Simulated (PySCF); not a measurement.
Structure problem from calculated spectra and properties.

Formula: C2H9B3NO3P.

* Rotational structure: rotational constants A, B, C: 2.071, 0.686, 0.521 GHz [PBE0-D3(BJ)/def2-SVP]
* UV, strongest line: among the 10 lowest singlet transitions: S5 at 6.75 eV (184 nm, f = 0.306) [TDDFT PBE0/def2-SVPD]
* Polarisability: 107.9 au [PBE0/def2-SVPD]
* 13C NMR: chemical shifts (computed TMS as zero) by class: 33.0 (2 C) ppm [GIAO HF/pcSseg-1]
* 1H NMR: chemical shifts (computed TMS as zero) by class: 4.19 (1 H), 2.64 (6 H), 1.99 (2 H) ppm [GIAO HF/pcSseg-1]
* Valence photoelectron: vertical ionisation energy: 9.03 eV [ΔSCF PBE0/def2-SVPD]
* Triplet: lowest triplet excitation (Tamm–Dancoff): 5.02 eV [TDA PBE0/def2-SVPD]
* UV, first state: lowest singlet excitation: 5.84 eV (212 nm, f = 0.015) [TDDFT PBE0/def2-SVPD]
* Dipole: 2.50 D [PBE0/def2-SVPD]
* NMR, other nuclei: isotropic shieldings of nuclei other than C and H, by class: 77 (1 B), 87 (1 B), 93 (1 B), 219 (1 N), 156 (1 O), 185 (1 O), 194 (1 O), 592 (1 P) ppm [GIAO HF/pcSseg-1]

The electronic properties come from PySCF, for the isolated species, density fitting. Levels stand in brackets. Geometry: PBE0-D3(BJ)/def2-SVP, one conformer, isolated molecule. Each NMR value is the plain mean over a class of atoms that symmetry, rotation or inversion makes alike.

**Question.** What is the compound? Reason from the data.

**Answer.** Numbering: `[CH3:1][N:2]([CH3:3])[B:4]1[O:5][BH:6][O:7][B:8]([PH2:9])[O:10]1`. 2 carbons fall into 1 class: N-methyl carbon [C1/C3] (33.0 ppm, 2 C). Hydrogen classes from least to most shielded: 1 H on a three-coordinate boron, B6 (4.19 ppm), 6 H on 2 N-methyl carbons, C1/C3 (2.64 ppm, a mean of values up to 1.4 ppm apart in this geometry), 2 H on a three-coordinate phosphorus, P9 (1.99 ppm). The other shieldings belong to: 77 ppm, three-coordinate boron [B8]; 87 ppm, three-coordinate boron [B6]; 93 ppm, three-coordinate boron [B4]; 219 ppm, boron-bound nitrogen [N2]; 156 ppm, boron-bound oxygen [O7]; 185 ppm, boron-bound oxygen [O10]; 194 ppm, boron-bound oxygen [O5]; 592 ppm, three-coordinate phosphorus [P9]. S1 is mainly HOMO→LUMO (weight 0.99); the largest Löwdin shares of the orbital it empties are 0.46 on the boron-bound nitrogen, 0.08 on each of 2 atoms of one kind (N-methyl carbon) and 0.07 on a three-coordinate boron, of the orbital it fills 0.24 on a three-coordinate boron, 0.21 on a three-coordinate boron, 0.13 on the three-coordinate phosphorus and 0.12 on a boron-bound oxygen. By its constants the optimised geometry is an asymmetric top. Structure: `CN(C)B1OBOB(P)O1`. The assignments are read from this structure; whether some other isomer fits the data as well wasn't checked.

Conformer computed: `[CH3:1][N:2]([CH3:3])[B:4]1[O:5][BH:6][O:7][B:8]([PH2:9])[O:10]1`: C1–N2–B4–O5 179°, H–P9–B8–O7 141°, H–P9–B8–O7 44°.
